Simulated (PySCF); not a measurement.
Te(OSiH3)2 (H₆O₂Si₂Te), SMILES [SiH3]O[Te]O[SiH3].

Geometry: B3LYP-D3(BJ)/def2-SVP. This is a generated structure with no PubChem entry under its InChIKey; it may be hypothetical. The def2 effective core potentials stand for the cores of Te; spin–orbit coupling is left out. Other conformers were not sampled.

Two levels are set side by side: PBE/def2-TZVP (PySCF) and HF/def2-TZVP (PySCF). Same geometry, gas phase. Differences are taken from unrounded values.

```json
[
 {"quantity": "orbital gap (eV)", "PBE": "2.19"},
 {"quantity": "highest occupied level (eV)", "PBE": "-5.17"},
 {"quantity": "lowest empty level (eV)", "PBE": "-2.98"},
 {"quantity": "dipole moment (D)", "PBE": "1.42"},
 {"quantity": "mean polarisability (bohr³)", "PBE": "97.7"}
]
```

Task: These are the PBE values. What does HF give? (The exact figures need the calculation; the answer reports its results.)

Result: 
```
quantity                        HF  PBE minus HF
---------------------------  -----  ------------
orbital gap (eV)             10.05         -7.86
highest occupied level (eV)  -8.88          3.71
lowest empty level (eV)       1.17         -4.15
dipole moment (D)             1.86         -0.44
mean polarisability (bohr³)   85.3          12.4
```

Without exact exchange PBE keeps part of each electron's self-repulsion, which lifts occupied levels and narrows the gap. PBE's more diffuse valence density responds more strongly to a field. Differences between two approximate levels are no errors against the true value.

Rough cost on one machine, each run with all the roots and properties that it gave: HF against PBE about 1/2.
